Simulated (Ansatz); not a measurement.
Start from `F[SiH]1[CH2][GeH2]1` and change one atom or group to get `F[Si@H]1[GeH2][C@@H]1Cl`.

Ansatz, PBE0-D4/def2-TZVP geometries, multiplicity 1. 

Scalar relativity is left out up to krypton.

```tsv
property	`F[SiH]1[CH2][GeH2]1`
LUMO energy (ωB97M-V/def2-TZVPP) / eV	1.43
HOMO energy (ωB97M-V/def2-TZVPP) / eV	-8.80
HOMO–LUMO gap (ωB97M-V/def2-TZVPP) / eV	10.23
HOMO–LUMO gap (B3LYP/def2-TZVPP) / eV	6.00
LUMO energy (B3LYP/def2-TZVPP) / eV	-0.60
size of the dipole moment (ωB97M-V/def2-TZVPP) / D	1.20
```

Question: Give the same properties after the change, and the shifts. (Estimate.)

Answer: Computed: 
| property | `F[Si@H]1[GeH2][C@@H]1Cl` | shift |
| --- | --- | --- |
| LUMO energy (ωB97M-V/def2-TZVPP) / eV | 0.87 | -0.56 |
| HOMO energy (ωB97M-V/def2-TZVPP) / eV | -9.05 | -0.25 |
| HOMO–LUMO gap (ωB97M-V/def2-TZVPP) / eV | 9.92 | -0.31 |
| HOMO–LUMO gap (B3LYP/def2-TZVPP) / eV | 5.62 | -0.38 |
| LUMO energy (B3LYP/def2-TZVPP) / eV | -1.22 | -0.62 |
| size of the dipole moment (ωB97M-V/def2-TZVPP) / D | 1.60 | 0.40 |

With PBE0 the HOMO falls by 0.25 eV and the LUMO falls by 0.63 eV, so the gap narrows by about 0.38 eV. PBE moves the HOMO by -0.21 eV and ωB97M-V by -0.25 eV. Dipoles are sizes alone; their direction can turn.

B3LYP here is the variant with VWN-RPA as its local correlation; programs differ in this.
